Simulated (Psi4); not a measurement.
NO (SMILES [N]=O), doublet, geometry from GFN2-xTB. Base run: CCSD(T)/aug-cc-pVDZ (Psi4).

Input for Psi4:
```
memory 2 GB

molecule mol {
0 2
  N    -0.000000   -0.000000   -0.616237
  O     0.000000    0.000000    0.539208
}

set basis aug-cc-pvdz
set reference uhf

energy('ccsd(t)')
print_variables()
```

Each row names what was changed in the base input (with any setting that the change needs).

| change | ΔE vs base (kcal/mol) | MP2 correlation (Eh) | basis functions | outcome |
|---|---|---|---|---|
| base | 0.000 | -0.33586 | 46 | converged |
| method = scs-mp2 | 22.90 | -0.33586 | 46 | converged |
| method = mp2.5 | 15.57 | -0.33585 | 46 | converged |
| scf_type = pk; mp2_type = conv | 0.000 | -0.33586 | 46 | converged |
| cc_type = df | - | - | - | input refused |
| puream = on | 0.000 | -0.33586 | 46 | converged |
| method = cisd | - | - | - | input refused |
| method = ccsd | (withheld) | -0.33586 | 46 | converged |
| method = lccd | 7.09 | -0.33586 | 46 | converged |
| method = omp2 | (withheld) | -0.33585 | 46 | converged |

Q: Complete the blanks.

A: 
- method = ccsd, ΔE vs base (kcal/mol): 8.44
- method = omp2, ΔE vs base (kcal/mol): 6.01

Open shells are given as the SCF converged; they aren't shown to be the lowest states, and a large step between rows can be another state.

- cc_type = df: ended with `psi4.driver.p4util.exceptions.MissingMethodError: Method=ccsd(t) is not available for any derivative level under conditions CC_TYPE=DF, REFERENCE=UHF, FREEZE_CORE=FALSE, QC_MODULE=(auto). See https://psicode.org/psi4manual/master/introduction.html#ss-ccsd-prt-`
- method = cisd: ended with `psi4.driver.p4util.exceptions.MissingMethodError: Method=cisd is not available for any derivative level under conditions CI_TYPE=CONV, REFERENCE=UHF, FREEZE_CORE=FALSE, QC_MODULE=(auto). See https://psicode.org/psi4manual/master/introduction.html#ss-cisd. Or d`
